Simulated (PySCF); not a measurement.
## Stretching CsMg

Set-up: PySCF, scalar-relativistic core potentials, basis sets Cs def2-SVP with ECP46, Mg def2-SVP. Energies in eV from Cs + Mg in their ground configurations at the same level. State: ²Σ⁺ (doublet), unpaired electrons σ ↑.

```
R (Å)  ROHF-SCS-MP2
3.764        0.1310
3.939        0.0627
4.114        0.0185
4.246       -0.0032
4.377       -0.0180
4.508       -0.0275
4.683       -0.0347
4.902       -0.0380
5.165       -0.0376
5.515       -0.0344
```

Q: Put a parabola through the three lowest points of the ROHF-SCS-MP2 curve and estimate Re, k and ωe (reduced mass 20.32 u; 1 eV/Å² = 0.16022 mdyn/Å; ωe = 1302.8·√(k/μ) cm⁻¹).

A: Through R = 4.683, 4.902, 5.165 Å the second-order coefficient is 0.0344 eV/Å², so Re ≈ 5.011 Å, k ≈ 0.0110 mdyn/Å and ωe ≈ 30 cm⁻¹. A polynomial fit of higher order to the unrounded ROHF-SCS-MP2 energies gives Re = 4.997 Å, k = 0.00796 mdyn/Å, ωe = 25.8 cm⁻¹; anharmonicity and rounding make the difference.

The higher-order fit for each curve: ROHF-SCS-MP2: Re = 4.997 Å, ωe = 25.8 cm⁻¹, De = 0.038 eV.

Correlated steps freeze 1 core orbital. The bond is weak. Basis-set superposition, not corrected here, can be much of De in a small basis, most of all at correlated wavefunction levels. Spin–orbit coupling is left out. The state is the lowest determinant that a PBE0 search found; another state may lie lower at other levels.
